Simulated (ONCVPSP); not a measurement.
How hard is this carbon ONCV potential?

```json
{"Element": "carbon", "Generator": "ONCVPSP 4.0.1", "Type": "optimised norm-conserving Vanderbilt (ONCV)", "Functional": "PBEsol", "Relativity": "scalar-relativistic", "Frozen core": "[He]", "Valence charge": "4", "Reference configuration": "2s2 2p2", "Partial waves": "2s: rc 0.95 bohr, ncon 4, nbas 8, qcut 5.7 1/bohr, local; 2p: rc 1.95 bohr, ncon 4, nbas 8, qcut 7 1/bohr, 1 projector; d scattering state at 0.31 Ha: rc 1.55 bohr, ncon 4, nbas 8, qcut 6.2 1/bohr, 2 projectors, debl 0.7 Ha", "Local potential": "the s channel", "Core correction": "none"}
```

Problem. For each optimised wave give the share of its norm inside rc, the residual kinetic energy above qcut (Ha) and the cutoffs (Ha) for errors of 10, 1, 0.1 and 0.01 mHa per electron.

Solution.

```csv
wave,norm inside rc,residual KE,10 mHa,1 mHa,0.1 mHa,0.01 mHa
2s,0.173,2.8e-03,12.0,20.5,88.3,171.9
2p,0.647,5.9e-07,11.2,15.6,18.8,21.5
d projector 1,0.014,1.8e-06,1.7,5.0,10.1,15.4
d projector 2,0.073,1.9e-05,5.0,10.2,15.7,20.6
```

The occupied waves need 21 Ha and 88 Ha for 1 and 0.1 mHa. Its largest configuration-test error is +539 meV.
